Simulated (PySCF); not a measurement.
## Spin-rotation constants: `InChI=1S/C6H9BN2/c1-3-6-5-8-7(4-2)9-6/h2-3,6,8-9H,1,5H2/t6-/m1/s1`

Molfile (atoms numbered from 1):
```
C6H9BN2
     RDKit          3D

 18 18  0  0  0  0  0  0  0  0999 V2000
   -4.0321   -0.2052   -1.4814 C   0  0  0  0  0  0  0  0  0  0  0  0
   -2.9307   -0.1716   -1.0015 C   0  0  0  0  0  0  0  0  0  0  0  0
   -1.5370   -0.1273   -0.4020 B   0  0  0  0  0  0  0  0  0  0  0  0
   -1.0322   -0.9641    0.6086 N   0  0  0  0  0  0  0  0  0  0  0  0
    0.3312   -0.6354    0.9545 C   0  0  0  0  0  0  0  0  0  0  0  0
    0.7205    0.5059   -0.0236 C   0  0  1  0  0  0  0  0  0  0  0  0
    1.8237    0.0777   -0.9508 C   0  0  0  0  0  0  0  0  0  0  0  0
    3.0230    0.6264   -0.9903 C   0  0  0  0  0  0  0  0  0  0  0  0
   -0.5067    0.7646   -0.7517 N   0  0  0  0  0  0  0  0  0  0  0  0
   -4.9960   -0.2356   -1.9015 H   0  0  0  0  0  0  0  0  0  0  0  0
   -1.4805   -1.6994    1.1239 H   0  0  0  0  0  0  0  0  0  0  0  0
    0.9976   -1.4999    0.8285 H   0  0  0  0  0  0  0  0  0  0  0  0
    0.4107   -0.3008    1.9976 H   0  0  0  0  0  0  0  0  0  0  0  0
    1.0419    1.4009    0.5295 H   0  0  0  0  0  0  0  0  0  0  0  0
    1.5585   -0.7342   -1.6154 H   0  0  0  0  0  0  0  0  0  0  0  0
    3.2950    1.4392   -0.3360 H   0  0  0  0  0  0  0  0  0  0  0  0
    3.7859    0.2885   -1.6711 H   0  0  0  0  0  0  0  0  0  0  0  0
   -0.4816    1.4767   -1.4586 H   0  0  0  0  0  0  0  0  0  0  0  0
  1  2  3  0
  2  3  1  0
  3  4  1  0
  4  5  1  0
  5  6  1  0
  6  7  1  0
  7  8  2  0
  6  9  1  0
  9  3  1  0
  1 10  1  0
  4 11  1  0
  5 12  1  0
  5 13  1  0
  6 14  1  1
  7 15  1  0
  8 16  1  0
  8 17  1  0
  9 18  1  0
M  END
```

Theory: GIAO B3LYP/pcSseg-1 magnetisability, rotational g tensor and spin-rotation constants, non-relativistic, gas phase (PySCF 2.14.0). Geometry: GFN2-xTB.

Give the nuclear spin-rotation constants along the inertial axes (H = +C I·J) beside the isotropic shieldings.

Rotational constants 4.1998, 0.8893, 0.7782 GHz. A star marks the isotopologue with that one atom substituted, in its own axes.
```csv
atom,isotope,Caa (kHz),Cbb (kHz),Ccc (kHz),mean (kHz),σ (ppm)
B3,11B,1.215,0.232,0.140,0.529,78.9
N4,14N,0.377,0.041,0.047,0.155,178.3
N9,14N,0.262,0.078,0.052,0.131,162.6
H10,1H,0.019,-0.090,-0.088,-0.053,30.0
H11,1H,-0.306,-0.015,-0.089,-0.137,29.6
H12,1H,-0.328,-0.066,-0.004,-0.133,28.4
H13,1H,-0.438,-0.016,-0.019,-0.158,27.8
H14,1H,-0.329,-0.092,0.030,-0.130,27.6
H15,1H,-0.341,-0.098,0.060,-0.126,25.8
H16,1H,-0.308,-0.102,0.043,-0.122,26.7
H17,1H,-0.150,-0.074,-0.012,-0.079,26.8
H18,1H,-0.511,0.043,-0.098,-0.189,29.3
C1,13C*,0.419,0.295,0.280,0.331,86.8
C2,13C*,0.149,0.305,0.299,0.251,94.9
C5,13C*,0.732,0.197,0.177,0.369,124.9
C6,13C*,0.859,0.205,0.181,0.415,115.4
C7,13C*,1.449,0.196,0.395,0.680,26.8
C8,13C*,1.191,0.166,0.329,0.562,64.8
```
For the geometry as given, no vibrational averaging.
